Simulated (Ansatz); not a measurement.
Tuning the range parameter of LC-ωPBE so that −HOMO meets the ionisation energy; basis def2-SVP, Ansatz. System: `O[Si](O)(O)CCC(F)(F)C(F)(F)C(F)(F)C(F)(F)C(F)(F)C(F)(F)F`. The state is a singlet with charge 0. Geometry: PBE-D4/def2-SVP. The ionised state is a doublet.

Geometry of the singlet:

```xyz
32

O    -1.4056    0.8134   -2.8067
Si   -2.4149   -0.5204   -2.7125
O    -3.8412   -0.3009   -3.5482
O    -1.6145   -1.8132   -3.4169
C    -2.9934   -0.9024   -0.9557
C    -2.0404   -1.6935   -0.0495
C    -0.6410   -1.1440    0.1910
F     0.0463   -2.0391    0.9645
F     0.0503   -1.0142   -0.9926
C    -0.5682    0.2296    0.9216
F    -1.1287    0.0966    2.1436
F    -1.3138    1.1441    0.2140
C     0.8354    0.9233    1.0755
F     1.2602    1.2891   -0.1590
F     0.6098    2.0427    1.8106
C     1.9682    0.1001    1.7626
F     2.4375   -0.8127    0.8820
F     1.4508   -0.5369    2.8422
C     3.1947    0.9240    2.3005
F     2.7920    1.6879    3.3403
F     4.0858    0.0054    2.7495
C     3.9468    1.8391    1.2853
F     5.0823    2.2707    1.8538
F     3.1961    2.9045    0.9625
F     4.2496    1.1581    0.1693
H    -1.2860    1.2924   -1.9686
H    -3.7296   -0.1293   -4.4990
H    -0.6518   -1.7756   -3.2726
H    -3.9099   -1.5138   -1.0945
H    -3.3351    0.0318   -0.4662
H    -2.4797   -1.8585    0.9560
H    -1.8519   -2.6983   -0.4828
```

```csv
ω (1/bohr),HOMO (eV),LUMO (eV),vertical IE (eV),HOMO + IE (eV)
0.1,-8.30,0.54,9.74,1.45
0.2,-9.60,1.57,10.25,0.65
0.3,-10.60,2.22,10.72,0.12
```

Q: Estimate the row for 0.15 bohr⁻¹.

A: 
```tsv
ω (1/bohr)	HOMO (eV)	LUMO (eV)	vertical IE (eV)	HOMO + IE (eV)
0.15	-8.98	1.11	10.00	1.02
```

Q: Where does the tuning condition hold?

A: Not within the range that was run.
